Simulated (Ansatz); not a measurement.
The cluster Zr₃O₅, relaxed as a quintet with UKS PBE0-D4/def2-SVP in Ansatz, starting from the PBE0-D4/def2-SVP geometry of the neutral singlet. Force threshold 0.02 eV/Å.

In the def2 sets Zr takes a core potential; there is no spin–orbit coupling. At PBE0-D4/def2-SVP a singlet of charge 0 lies 3.00 eV below the quintet, each at its own geometry. The structure comes from a short search, and lower isomers may exist.

Start:

```xyz
8

Zr    0.1973   -1.6683    0.5726
Zr   -1.2762    0.8379   -0.9051
Zr    1.1294    1.2520    0.9971
O     0.8612   -0.2851    2.0060
O    -0.5098    2.0467    0.6311
O    -0.5993    1.2868   -2.4660
O     1.5487   -2.3666   -0.3119
O    -1.3513   -1.1033   -0.5238
```

| step | energy (eV) | largest force component (eV/Å) | SCF passes |
| --- | --- | --- | --- |
| 1 | -14062.0643 | 3.975 | 101 |
| 2 | -14062.9544 | 3.876 | 68 |
| 3 | -14063.3587 | 1.325 | 66 |
| 4 | -14063.5367 | 0.342 | 54 |
| 5 | -14063.6147 | 0.654 | 61 |
| 6 | -14063.6574 | 0.436 | 54 |
| 7 | -14063.6784 | 0.202 | 54 |
| 8 | -14063.6957 | 0.182 | 53 |
| 9 | -14063.7040 | 0.183 | 58 |
| 10 | -14063.7095 | 0.146 | 53 |
| 11 | -14063.7130 | 0.079 | 47 |
| 12 (rejected) | -14063.7130 | 0.090 | 55 |
| 13 | -14063.7142 | 0.020 | 42 |
| 14 | -14063.7156 | 0.054 | 51 |
| 15 | -14063.7163 | 0.096 | 47 |
| 16 | -14063.7170 | 0.028 | 47 |
| 17 | -14063.7172 | 0.006 | 53 |
| 18 | -14063.7175 | 0.009 | 52 |
| 19 (rejected) | -14063.7175 | 0.042 | 47 |
| 20 | -14063.7175 | 0.014 | 52 |

Force components are those of the run's own axes.

End:

```xyz
8

Zr    0.651   -1.623    0.309
Zr   -1.475    0.990   -0.993
Zr    0.736    1.588    1.709
O     1.357   -0.268    1.518
O    -0.721    2.042    0.514
O    -1.024    1.678   -2.533
O     1.230   -3.555    0.258
O    -0.755   -0.853   -0.782
```

By distances, no bond broke or formed. The bond that changes most is Zr1–O7, from 1.76 to 2.02 Å (atoms count from 1).

The force fell under the threshold at step 13, but the optimiser went on and released 0.003 eV more. No frequencies were taken in this run, so the end may be a saddle point.

It took 5.3 min on 4 threads of Intel Xeon on a shared host, peak host memory 0.82 GiB.
